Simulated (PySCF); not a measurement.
Sb(F)3 cation (F3Sb), SMILES [Sb]([F])([F])[F] (connectivity only; charge and spin as stated), charge +1, multiplicity 2.

Geometry: B3LYP-D3(BJ)/def2-SVP. The spin state was assumed, not searched. The isomer is the one that the SMILES or the coordinates give; other isomers of the formula were not compared. The def2 effective core potentials stand for the cores of Sb; spin–orbit coupling is left out.

Computed with B3LYP/def2-TZVPD (PySCF).

The molecule is in vacuum.

```yaml
total_energy: -539.66732 hartree
point_group: C3v
"α spin, highest occupied and lowest empty level": -17.17 and -8.84 eV
"β spin, highest occupied and lowest empty level": -18.57 and -14.49 eV
dipole_moment_about_the_centre_of_nuclear_charge: 0.629 e·Å
mean_static_polarisability: 35.1 bohr³ (5.20 Å³)
polarisability_principal_values: 27.9, 38.7, 38.7 bohr³
"⟨S²⟩": 0.757 (pure state 0.75)
```
